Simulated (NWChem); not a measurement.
System: NbN₂H₃Cl₂; SMILES [NH]=[Nb]([NH2])([Cl])[Cl]

NWChem input:

```
start job
memory heap 200 mb stack 900 mb global 1100 mb
geometry units angstroms noautoz
  Nb    -0.268048    -0.048433     0.000000
  N     -1.246886    -1.473764     0.000000
  H     -1.717972    -2.374554     0.000000
  Cl     1.011710     0.041734    -1.936859
  Cl     1.011710     0.041734     1.936859
  N     -1.590372     1.371363     0.000000
  H     -2.602181     1.281003     0.000000
  H     -1.320171     2.355036     0.000000
end
basis spherical
  Nb library def2-svp
  N library def2-svp
  H library def2-svp
  Cl library def2-svp
end
ecp
  Nb library def2-ecp
end
dft
  xc mn15
  iterations 150
  mulliken
end
task dft gradient
```

Output (shortened):

```
             Northwest Computational Chemistry Package (NWChem) 7.3.0
             --------------------------------------------------------

 CS  symmetry detected

                             Geometry "geometry" -> ""
                             -------------------------

 Output coordinates in angstroms (scale by  1.889725989 to convert to a.u.)

  No.       Tag          Charge          X              Y              Z
 ---- ---------------- ---------- -------------- -------------- --------------
    1 Nb                  41.0000    -0.24321998    -0.05777453     0.00000000
    2 N                    7.0000    -1.16541282    -1.52039296     0.00000000
    3 H                    1.0000    -1.60081331    -2.43896308     0.00000000
    4 Cl                  17.0000     1.03201793     0.08250697     1.93685900
    5 Cl                  17.0000     1.03201793     0.08250697    -1.93685900
    6 N                    7.0000    -1.62020217     1.30907641     0.00000000
    7 H                    1.0000    -2.62768960     1.17910928     0.00000000
    8 H                    1.0000    -1.38878231     2.30258836     0.00000000

 Effective nuclear repulsion energy (a.u.)     657.9979028387

      Symmetry information
      --------------------

 Group name             Cs
 Group number              2
 Group order               2
 No. of unique centers     7

                                 NWChem DFT Module
                                 -----------------

 Summary of "ao basis" -> "ao basis" (spherical)
 ------------------------------------------------------------------------------
       Tag                 Description            Shells   Functions and Types
 ---------------- ------------------------------  ------  ---------------------
 Nb                         def2-svp                11       31   5s3p2d1f
 N                          def2-svp                 6       14   3s2p1d
 H                          def2-svp                 3        5   2s1p
 Cl                         def2-svp                 8       18   4s3p1d

      Symmetry analysis of basis
      --------------------------

        a'         71
        a"         39

            General Information
            -------------------
          SCF calculation type: DFT
          Wavefunction type:  closed shell.
          No. of atoms     :     8
          No. of electrons :    64
           Alpha electrons :    32
            Beta electrons :    32
          Charge           :     0
          Spin multiplicity:     1
          Use of symmetry is: on ; symmetry adaption is: on
          Maximum number of iterations: 150
          AO basis - number of functions:   110
                     number of shells:    48
          Convergence on energy requested:  1.00D-06
          Convergence on density requested:  1.00D-05
          Convergence on gradient requested:  5.00D-04

              XC Information
              --------------
                         MN15 Method XC Functional
                     Hartree-Fock (Exact) Exchange  0.440
                          MN15 Exchange Functional  1.000
                        MN15 Correlation Potential  1.000

             Grid Information
             ----------------
          Grid used for XC integration:  medium
          Radial quadrature: Mura-Knowles
          Angular quadrature: Lebedev.
          Tag              B.-S. Rad. Rad. Pts. Rad. Cut. Ang. Pts.
          ---              ---------- --------- --------- ---------
          Nb                  1.45      123           9.0       590
          N                   0.65       49          10.0       434
          H                   0.35       45          12.0       434
          Cl                  1.00       88          11.0       590
          Grid pruning is: on
          Number of quadrature shells:   444
          Spatial weights used:  Erf1

      Superposition of Atomic Density Guess
      -------------------------------------

 Sum of atomic energies:       -1093.38497557

      Non-variational initial energy
      ------------------------------

 Total energy =   -1085.812928
 1-e energy   =   -2132.733237
 2-e energy   =     735.779073
 HOMO         =      -0.378567
 LUMO         =      -0.007598

      Symmetry analysis of molecular orbitals - initial
      -------------------------------------------------

  Numbering of irreducible representations:

     1 a'          2 a"

  Orbital symmetries:

     1 a'          2 a"          3 a'          4 a'          5 a'
     6 a"          7 a'          8 a"          9 a'         10 a'
    11 a"         12 a"         13 a'         14 a'         15 a'
    16 a"         17 a'         18 a'         19 a'         20 a"
    21 a'         22 a'         23 a'         24 a'         25 a"
    26 a"         27 a'         28 a'         29 a"         30 a'
    31 a"         32 a"         33 a'         34 a'         35 a"
    36 a'         37 a"         38 a'         39 a'         40 a'
    41 a"         42 a'

     ---------------------------------------------
      Total Density - Mulliken Population Analysis
     ---------------------------------------------

[...]

                         DFT ENERGY GRADIENTS

    atom               coordinates                        gradient
                 x          y          z           x          y          z
   1 Nb     -0.459619  -0.109178   0.000000   -0.004666  -0.001653   0.000000
   2 N      -2.202311  -2.873126   0.000000   -0.000727  -0.001241   0.000000
   3 H      -3.025099  -4.608972   0.000000    0.001381   0.002439   0.000000
   4 Cl      1.950231   0.155916   3.660133    0.001882   0.000239   0.002929
   5 Cl      1.950231   0.155916  -3.660133    0.001882   0.000239  -0.002929
   6 N      -3.061738   2.473796   0.000000   -0.001702   0.002190   0.000000
   7 H      -4.965613   2.228193   0.000000    0.002651   0.000305   0.000000
   8 H      -2.624418   4.351261   0.000000   -0.000701  -0.002518   0.000000
```

Level: MN15/def2-SVP with def2 effective core potentials on Nb. Structure relaxed at the PBE0/def2-SVP level. No frequency run checked for a minimum. def2 effective core potentials on Nb; no spin-orbit coupling.
